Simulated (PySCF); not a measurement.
PySCF 2.14 output of a UHF calculation on a single atom or ion in x2c-TZVPPall, with scalar relativity by spin-free X2C-1e:

```
SCF conv_tol = 1e-09
number electrons alpha = 34  beta = 28
cycle= 1 E= -10422.6868759987  delta_E= -0.0103  |g|= 0.0347  |ddm|= 0.0804
cycle= 2 E= -10422.687694995  delta_E= -0.000819  |g|= 0.0113  |ddm|= 0.0379
cycle= 3 E= -10422.6881830592  delta_E= -0.000488  |g|= 0.00765  |ddm|= 0.0375
cycle= 4 E= -10422.6885604789  delta_E= -0.000377  |g|= 0.00676  |ddm|= 0.0351
cycle= 5 E= -10422.6889274875  delta_E= -0.000367  |g|= 0.00597  |ddm|= 0.0382
cycle= 6 E= -10422.6898137158  delta_E= -0.000886  |g|= 0.00422  |ddm|= 0.118
cycle= 7 E= -10422.6902929411  delta_E= -0.000479  |g|= 0.00202  |ddm|= 0.126
cycle= 8 E= -10422.6903018405  delta_E= -8.9e-06  |g|= 0.0022  |ddm|= 0.021
cycle= 9 E= -10422.6903283117  delta_E= -2.65e-05  |g|= 0.000887  |ddm|= 0.0227
cycle= 10 E= -10422.690334489  delta_E= -6.18e-06  |g|= 0.000524  |ddm|= 0.0101
cycle= 11 E= -10422.6903360953  delta_E= -1.61e-06  |g|= 0.000244  |ddm|= 0.00628
cycle= 12 E= -10422.6903363019  delta_E= -2.07e-07  |g|= 0.000199  |ddm|= 0.00153
cycle= 13 E= -10422.6903365281  delta_E= -2.26e-07  |g|= 0.000182  |ddm|= 0.00119
cycle= 14 E= -10422.6903369211  delta_E= -3.93e-07  |g|= 0.000143  |ddm|= 0.00207
cycle= 15 E= -10422.6903370284  delta_E= -1.07e-07  |g|= 0.000141  |ddm|= 0.000489
cycle= 16 E= -10422.6903370392  delta_E= -1.08e-08  |g|= 0.000142  |ddm|= 0.000218
cycle= 17 E= -10422.6903371052  delta_E= -6.6e-08  |g|= 0.000141  |ddm|= 0.000392
cycle= 18 E= -10422.6903370596  delta_E= 4.56e-08  |g|= 0.000141  |ddm|= 0.00017
cycle= 19 E= -10422.6903370826  delta_E= -2.29e-08  |g|= 0.000141  |ddm|= 8.12e-05
cycle= 20 E= -10422.6903370227  delta_E= 5.99e-08  |g|= 0.00014  |ddm|= 0.000296
cycle= 21 E= -10422.6903365011  delta_E= 5.22e-07  |g|= 0.000134  |ddm|= 0.00185
cycle= 22 E= -10422.6903353181  delta_E= 1.18e-06  |g|= 0.000115  |ddm|= 0.00473
cycle= 23 E= -10422.6903336345  delta_E= 1.68e-06  |g|= 7.79e-05  |ddm|= 0.0107
cycle= 24 E= -10422.6903335328  delta_E= 1.02e-07  |g|= 4.87e-05  |ddm|= 0.00126
cycle= 25 E= -10422.6903332575  delta_E= 2.75e-07  |g|= 5.51e-05  |ddm|= 0.00643
cycle= 26 E= -10422.690333258  delta_E= -4.95e-10  |g|= 1.27e-05  |ddm|= 0.00018
converged SCF energy = -10422.690333258  <S^2> = 12.265179  2S+1 = 7.0753597
```

The run itself started from symmetry-adapted Hartree-Fock orbitals and held the occupation by maximum overlap, so the iterations belong to that start.

Question: Which element, charge and spin multiplicity is this?

Answer: Sm (samarium, neutral), multiplicity 7; the state was [Xe] 4f5 5d1 6s2, one real determinant (an excited configuration).

⟨L²⟩ = 30.88 against 56 for a pure K term, so this real determinant mixes terms. Spin-orbit coupling, absent here, splits the open shell strongly. ⟨S²⟩ = 12.27 against 12.00 shows spin contamination.
